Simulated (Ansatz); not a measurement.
`[F][Mg][O][SiH3]` and `[NH2][Mg][O][SiH3]` differ in one atom or group.

Ansatz, PBE0-D4/def2-TZVP geometries, multiplicity 1. Each molecule was computed in one conformer, which needn't be the lowest.

| property | `[F][Mg][O][SiH3]` |
| --- | --- |
| HOMO–LUMO gap (PBE0/def2-TZVPP) / eV | 6.58 |
| size of the dipole moment (ωB97M-V/def2-TZVPP) / D | 0.13 |
| size of the dipole moment (B3LYP/def2-TZVPP) / D | 0.17 |
| LUMO energy (PBE0/def2-TZVPP) / eV | -1.70 |
| HOMO energy (PBE0/def2-TZVPP) / eV | -8.28 |
| size of the dipole moment (PBE/def2-TZVPP) / D | 0.06 |

Q: Give the same properties after the change, and the shifts. (Estimate.)

A: Ansatz gave: 
```csv
property,`[NH2][Mg][O][SiH3]`,shift
HOMO–LUMO gap (PBE0/def2-TZVPP) / eV,5.37,-1.21
size of the dipole moment (ωB97M-V/def2-TZVPP) / D,2.26,2.13
size of the dipole moment (B3LYP/def2-TZVPP) / D,2.25,2.08
LUMO energy (PBE0/def2-TZVPP) / eV,-1.20,0.50
HOMO energy (PBE0/def2-TZVPP) / eV,-6.57,1.71
size of the dipole moment (PBE/def2-TZVPP) / D,2.36,2.30
```

With PBE0 the HOMO rises by 1.71 eV and the LUMO rises by 0.50 eV, so the gap narrows by about 1.21 eV. PBE moves the HOMO by 1.62 eV and ωB97M-V by 1.61 eV. Dipoles are sizes alone; their direction can turn.

B3LYP here is the variant with VWN-RPA as its local correlation; programs differ in this.
